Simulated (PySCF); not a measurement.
A side-by-side comparison of computed properties.

First species: C5H7FOSi.
SMILES: `C#C/C(F)=C/OC[SiH3]`

Second species: C₄H₄F₂.
SMILES: `C=C1CC1(F)F`

Levels: CAM-B3LYP/def2-SVPD for dipole moment, HOMO energy, LUMO energy, HOMO–LUMO gap, static isotropic polarisability and electronic spatial extent ⟨r²⟩ about the centre of nuclear charge; TDDFT CAM-B3LYP/def2-SVPD for lowest singlet excitation; TDA CAM-B3LYP/def2-SVPD for lowest triplet excitation (Tamm–Dancoff); GFN2-xTB for rotational constant A and rotational constant C. Geometries: GFN2-xTB. All species are isolated and taken at one optimised geometry, non-relativistic unless stated; the electronic structure was computed with PySCF and density fitting.

Dipoles, sizes and rotational constants follow the conformer. The torsions of the flexible species, by atom-mapped SMILES:
- `[CH:1]#[C:2]/[C:3]([F:4])=[CH:5]/[O:6][CH2:7][SiH3:8]`: C3–C5–O6–C7 0°, C5–O6–C7–Si8 180°

Values for the first species:

| Quantity | Value |
| --- | --- |
| Dipole moment | 0.65 D |
| HOMO energy | -7.85 eV |
| LUMO energy | 0.53 eV |
| HOMO–LUMO gap | 8.38 eV |
| Lowest singlet excitation | 5.06 eV |
| Lowest triplet excitation (Tamm–Dancoff) | 3.49 eV |
| Static isotropic polarisability | 96.1 au |
| Electronic spatial extent ⟨r²⟩ about the centre of nuclear charge | 1766 bohr² |
| Rotational constant A | 6.628 GHz |
| Rotational constant C | 0.604 GHz |

(1) Estimate the same properties for the second species, and the change in each.

## Answers

(1) 
| property | first | second | second less first |
| --- | --- | --- | --- |
| dipole moment | 0.65 D | 2.62 D | +1.97 D |
| HOMO energy | -7.85 eV | -9.78 eV | -1.93 eV |
| LUMO energy | 0.53 eV | 0.17 eV | -0.36 eV |
| HOMO–LUMO gap | 8.38 eV | 9.95 eV | +1.57 eV |
| lowest singlet excitation | 5.06 eV | 6.07 eV | +1.01 eV |
| lowest triplet excitation (Tamm–Dancoff) | 3.49 eV | 4.22 eV | +0.73 eV |
| static isotropic polarisability | 96.1 au | 49.1 au | -47.0 au |
| electronic spatial extent ⟨r²⟩ about the centre of nuclear charge | 1766 bohr² | 511 bohr² | -1255 bohr² |
| rotational constant A | 6.628 GHz | 5.733 GHz | -0.895 GHz |
| rotational constant C | 0.604 GHz | 2.774 GHz | +2.170 GHz |

On the first: The polarisability is 14.25 Å³ as a volume (1 au = 0.148185 Å³), or 1.41 au for each of the 68 electrons. The vertical singlet–triplet gap S1 − T1 is 1.57 eV (TDDFT singlet less Tamm–Dancoff triplet; S1: HOMO→LUMO+1, weight 0.57; T1: HOMO→LUMO, weight 0.93).

On the second: No computed singlet falls in the visible range (750 to 380 nm, 1.65 to 3.26 eV); S1 lies 2.81 eV above its blue end. The vertical singlet–triplet gap S1 − T1 is 1.85 eV (TDDFT singlet less Tamm–Dancoff triplet; S1: HOMO−1→LUMO, weight 0.97; T1: HOMO→LUMO, weight 0.95).
